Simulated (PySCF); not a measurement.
Molecule: sum formula H3SiO3Cl, net charge 0, singlet state. SMILES: O[Si](O)(O)Cl
Geometry from a B3LYP-D3(BJ)/def2-TZVP (Ansatz) optimisation:
```xyz
8

Si    -0.0990    -0.0832    -0.3488
Cl     0.4522     0.3800     1.5933
O     -0.8630     1.1881    -1.0101
O      1.2282    -0.4317    -1.2172
O     -1.0925    -1.3676    -0.3354
H     -0.4229     2.0418    -1.0125
H      1.8240    -1.1139    -0.8974
H     -1.8842    -1.3340     0.2074
```

Dispersion corrections to the total energy (kcal/mol) from the dftd3 and dftd4 libraries through PySCF: D3(BJ) without and D4 with the three-body term, each with the damping fitted for the functional named.

```
functional  D3(BJ)      D4
----------  ------  ------
PBE0         -3.55     ___
HSE06        -2.79   -3.56
TPSS         -5.14     ___
revPBE       -9.81  -13.51
PBE          -3.99   -4.55
B3LYP        -7.29   -7.41
BHLYP          ___   -5.73
```

Problem. Some entries are withheld; supply them.

Solution. 
- PBE0, D4: -3.82
- TPSS, D4: -6.16
- BHLYP, D3(BJ): -5.96
